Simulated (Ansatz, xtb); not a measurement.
# Relaxing a trial structure of C5H13N2+

The starting geometry of this gas-phase singlet was built from a drawn formula by distance geometry and a force field; its bonds are those of `C/C=[N+](\C)CCN`.

```xyz
20

C     0.6308    0.7531    2.4248
C     0.6449    0.8438    0.9345
C     0.3619   -1.5522    0.7000
C     0.5225    0.0418   -1.3318
C     1.9113   -0.2018   -1.8764
N     0.4748   -0.1709    0.1878
N     2.8827    0.7434   -1.3267
H     0.0321    1.5266    2.8750
H     0.3352   -0.1921    2.8351
H     1.6965    0.9353    2.7638
H     0.7993    1.8811    0.5077
H    -0.5844   -1.6715    1.1755
H     0.4690   -2.2168   -0.1865
H     1.2274   -1.7738    1.3631
H     0.1335    1.0387   -1.5452
H    -0.1902   -0.6876   -1.7110
H     2.2614   -1.1875   -1.6431
H     1.9491   -0.0625   -2.9395
H     3.8128    0.4556   -1.5150
H     2.8113    1.6409   -1.7315
```

Predict what becomes of its bonds when it is optimised with r2SCAN-D4/def2-SVP.

It keeps its bonds, and is `C/C=[N+](\C)CCN`.

The energy falls by 0.53 eV over 29 steps:

```csv
step,E − E(last) (eV)
1,0.530
4,0.028
7,0.016
10,0.013
13,0.008
17,0.003
20,0.001
23,0.001
26,0.000
29,0.000
```

Final geometry (Å):

```xyz
20

C     0.9152    0.8106    2.2434
C     0.6782    0.8166    0.7896
C     0.1963   -1.5674    0.6016
C     0.4705   -0.0727   -1.3845
C     1.9783   -0.1399   -1.7326
N     0.3349   -0.2116    0.0637
N     2.7146    0.8236   -0.9474
H     0.0230    1.2126    2.7592
H     1.1541   -0.1755    2.6589
H     1.7323    1.5120    2.4703
H     0.6921    1.7770    0.2681
H    -0.2121   -1.5343    1.6176
H    -0.4985   -2.1253   -0.0384
H     1.1696   -2.0844    0.6122
H     0.0529    0.9005   -1.6849
H    -0.0980   -0.8641   -1.8904
H     2.3511   -1.1538   -1.5173
H     2.0629    0.0031   -2.8251
H     3.6415    0.4959   -0.6837
H     2.8232    1.7208   -1.4199
```

From the same start GFN2-xTB ends elsewhere, differing in C2–N7 (1.66 against 2.68 Å here).

No frequencies were run, so the end isn't proven a minimum. Run with Ansatz 0.2.0, 2.3 min on 2 threads of Intel(R) Xeon(R) Processor @ 2.70GHz, with other jobs on the host.
